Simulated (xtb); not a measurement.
xtb input:

```bash
xtb mol.xyz --gfn 1 --opt tight --chrg 0 --uhf 0
```
mol.xyz:
```
4

W     -0.06392434    -0.10995229    -0.08652031
O      1.63317091     0.01788959    -0.38614974
O     -0.27318225    -0.43492179     1.59777763
O     -0.76868855     1.43409090    -0.41131505
```

Problem. Predict the final energy.

Solution. -16.48892 Eh (GFN1-xTB).
